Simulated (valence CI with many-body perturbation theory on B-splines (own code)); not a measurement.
## Se²⁸⁺ in brief

Method: valence CI with perturbative core correlation (CI+MBPT): four valence electrons over a frozen Dirac-Fock core [He], a basis of 11 s, 11 p, 10 d, 8 f, 5 g, 2 h functions for each j, with the one-electron correlation potential Σ1, the two-electron term Σ2, the three-electron term Σ3, Breit, model QED; selected CI, second order for the rest, scaled by the run's own slope (own B-spline code, finite nucleus).

No measured spectrum was set against this ion. As an estimate, large intervals hold to a few tenths of a per cent, small ones and those within an open d or f shell to about a per cent. Among the levels kept, up to 1200 cm⁻¹ of a level comes from second order outside the variational space, and about a tenth of that is noise between levels of different J, which matters for small intervals.

Levels are named by their leading jj configuration (3d3/2^4 stands for four electrons in 3d with j = 3/2), which in mixed levels can hold well under half, so a name can repeat and another be missing.

Rates and lifetimes use the calculated energies. Strong lines usually hold to 10 to 20 %, long lifetimes can be off by a factor of two.

What is the ground level?

(2s^2 2p1/2^2) J=0, composition 80 % 2s²2p² ³P + 19 % 2s²2p² ¹S.

Name the longest-lived excited levels whose lifetime is computed, and their main decay.

(2s^2 2p1/2 2p3/2) J=2 at 373.86 × 10³ cm⁻¹ lives 319 μs, mostly by M1 to (2s^2 2p1/2 2p3/2) J=1; (2s^2 2p1/2 2p3/2) J=1 at 298.61 × 10³ cm⁻¹ lives 2.59 μs, mostly by M1 to (2s^2 2p1/2^2) J=0; (2s^2 2p3/2^2) J=2 at 729.24 × 10³ cm⁻¹ lives 1.04 μs, mostly by M1 to (2s^2 2p1/2 2p3/2) J=1.

How well does LS coupling describe the low levels?

Among the lowest 20 levels the leading LS term, summed over configurations, holds 71 % on average. For single configurations the figures are 71 % in LS and 88 % in jj coupling. Terms mix most in the J = 2 level at 1770.9 × 10³ cm⁻¹, where the leading one holds 37 %.

Among levels below 17262 × 10³ cm⁻¹, which E1 lines absorb most strongly from the ground level?

to (2s^2 2p1/2 3d3/2) J=1 at 0.6673 nm, f = 1.35; to (2s 2p1/2^2 3p3/2) J=1 at 0.6517 nm, f = 0.336; to (2s 2p1/2^2 2p3/2) J=1 at 7.447 nm, f = 0.108.

What is the ionisation energy?

3150.9 eV; NIST lists 3146 ± 3 eV (semi-empirical).

Where does the other parity begin?

At (2s 2p1/2^2 2p3/2) J=2, 996.98 × 10³ cm⁻¹.
